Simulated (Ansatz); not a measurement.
`BCO[SiH3]` → `BO[SiH3]` + `[CH2]` (triplet) at 500 K and 1 bar (formal loss of a carbene).

Gas-phase electronic energies from Ansatz, PBE0-D4/def2-TZVP geometries. CCSD(T)/CBS is the MP2 limit (def2-TZVPP, def2-QZVPP) plus CCSD(T) − MP2 in def2-TZVPP, frozen cores. This one scheme is used for every species. Triplets are unrestricted, without spin–orbit coupling. One conformer a species, not always the lowest.

| species | CCSD(T)/CBS energy (Eh) | H − E (kJ/mol) | S (J/(mol·K)) |
| --- | --- | --- | --- |
| `BCO[SiH3]` | -431.30140 | 246.1 | 393.6 |
| `BO[SiH3]` | -392.11480 | 167.4 | 338.5 |
| `[CH2]` (triplet) | -39.09499 | 62.7 | 213.9 |

H − E and S are ideal-gas, rigid-rotor, harmonic terms from PBE0-D4/def2-TZVP, for one conformer and one mirror image of each species, with the whole ground term of open shells counted as degenerate. 1 Eh = 2625.50 kJ/mol, R = 8.31446 J/(mol·K).

Q: By hand: ΔE, ΔH, ΔS and ΔG.

A: ΔE = (-392.11480) + (-39.09499) − (-431.30140) = 0.09161 Eh = 240.5 kJ/mol. Δ(H − E) = 167.4 + 62.7 − 246.1 = -16.0, so ΔH = 224.5 kJ/mol. ΔS = 338.5 + 213.9 − 393.6 = 158.8 J/(mol·K). ΔG = 224.5 − 500 × (158.8)/1000 = 145.1 kJ/mol.

Q: By hand: the equilibrium constant, and the temperature at which ΔG would vanish if ΔH and ΔS stayed fixed.

A: log₁₀ K = −ΔG/(RT ln 10) = -15.2. ΔG = 0 at ΔH/ΔS = 1414 K.

The number of gas molecules changes by +1, which sets the sign of ΔS. A doubt of 5 kJ/mol in ΔE shifts log₁₀ K by 0.5 here. Other conformers and mirror images would add mixing entropy, several J/(mol·K) or more a flexible species. Modes under 60 cm⁻¹, often nearly free rotors, make the harmonic entropy too high. A triplet takes part, so the spin changes. These are equilibria of isolated gas molecules and say nothing of rates. Largest T1 diagnostic: 0.013 (customary marks: 0.02 for closed shells, 0.045 for open ones).
